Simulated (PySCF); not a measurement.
C7H13BO2.
Numbering: `[OH:1][B:2]([OH:3])[C@H:4]1[C@@H:5]2[CH2:6][CH2:7][CH2:8][CH2:9][C@H:10]12`

Cartesian coordinates in Å at the PBE0-D3(BJ)/def2-SVP level; atoms count from 1:
```xyz
23
C7H13BO2 angstrom
O      3.2864   -0.3075    0.6874
B      2.6347    0.7655    0.1574
O      3.3708    1.8926   -0.0923
C      1.1101    0.6473   -0.1268
C      0.5409   -0.6887   -0.5837
C     -0.5605   -0.7132   -1.6342
C     -1.9618   -0.5343   -1.0522
C     -2.0111    0.5852   -0.0207
C     -1.1359    0.2440    1.1811
C      0.2584   -0.1978    0.7991
H      4.2222   -0.1194    0.8159
H      2.8416    2.6032   -0.4636
H      0.5990    1.5181   -0.5571
H      1.2818   -1.4900   -0.6599
H     -0.3730    0.0746   -2.3847
H     -0.5117   -1.6655   -2.1851
H     -2.2789   -1.4731   -0.5636
H     -2.6822   -0.3492   -1.8651
H     -3.0460    0.7581    0.3143
H     -1.6810    1.5328   -0.4837
H     -1.0840    1.0954    1.8809
H     -1.6155   -0.5814    1.7368
H      0.8161   -0.6907    1.6018
```

NICS = −σ at a ghost point: NICS(0) at the centroid of the ring atoms, NICS(1) 1 Å to either side along the normal of their mean plane, zz for the tensor component along that normal. Level: GIAO B97-2/pcSseg-1 (PySCF, non-relativistic, gas phase) on the PBE0-D3(BJ)/def2-SVP geometry, one conformer.

Rings: 1. C4–C5–C10; 2. C5–C6–C7–C8–C9–C10.

```json
{"set": "P", "NICS(0)": "-4.4", "NICS(1), two faces": "-1.8 / -4.6", "NICS(1)zz, two faces": "2.0 / 1.6"}
{"set": "Q", "NICS(0)": "-45.2", "NICS(1), two faces": "-8.5 / -8.6", "NICS(1)zz, two faces": "-22.9 / -26.8"}
```

Which set (ppm) belongs to which ring?

P = 2, Q = 1.
- 1 (3-membered carbocycle; formal bonds all single): mean NICS(1)zz -24.9 ppm, shielded. C4, C5, C10 have four or more neighbours, so the value isn't read as a sign of a π ring current.
- 2 (6-membered carbocycle; formal bonds all single): mean NICS(1)zz 1.8 ppm, near zero. C5, C6, C7, C8, C9, C10 have four or more neighbours, and the NICS criterion for π rings isn't applied.

How do the rings differ in shape?

```tsv
ring	bond lengths (Å)	rms pucker (Å)	HOMA	nearest outside atom to a NICS(1) probe (Å)
1	1.522, 1.494, 1.516	0.00	–	hydrogen 1.40
2	1.522, 1.528, 1.523, 1.525, 1.512, 1.494	0.20	–	hydrogen 1.41
```
